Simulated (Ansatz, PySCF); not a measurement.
System: C2HCl4, net charge 0, doublet state. It need not be the lowest isomer of its formula. 
Structure (B3LYP-D3(BJ)/def2-TZVP (Ansatz, an electronic-structure program) minimum search):
```
C
H 1 1.0832
C 1 1.4726 2 110.16
Cl 3 1.6981 1 120.90 2 -172.91
Cl 3 1.7082 1 117.30 2 28.71
Cl 1 1.7839 2 107.50 3 -122.28
Cl 1 1.8253 2 105.31 3 120.45
```
Charge 0, spin multiplicity 2.

Dipole moments at this geometry, in debye (magnitudes).

| level | program | dipole (D) |
|---|---|---|
| HF/def2-TZVPD | PySCF | 1.25 |
| SVWN5/def2-TZVPD | Ansatz | ? |
| BLYP/def2-TZVPD | PySCF | 1.23 |
| revPBE/def2-TZVPD | Ansatz | 1.22 |
| r2SCAN/def2-TZVPD | Ansatz | 1.23 |
| B97M-V/def2-TZVPD | Ansatz | 1.24 |
| B3LYP/def2-TZVPD | Ansatz | 1.21 |
| BHLYP/def2-TZVPD | Ansatz | 1.21 |
| TPSSh/def2-TZVPD | PySCF | 1.22 |
| r2SCANh/def2-TZVPD | Ansatz | 1.22 |
| M06-2X/def2-TZVPD | PySCF | 1.21 |
| LC-wPBE/def2-TZVPD | Ansatz | 1.19 |
| wB97M-V/def2-TZVPD | Ansatz | ? |

Task: Complete the blanks.

Result: 
- SVWN5/def2-TZVPD, dipole (D): 1.26
- wB97M-V/def2-TZVPD, dipole (D): 1.20
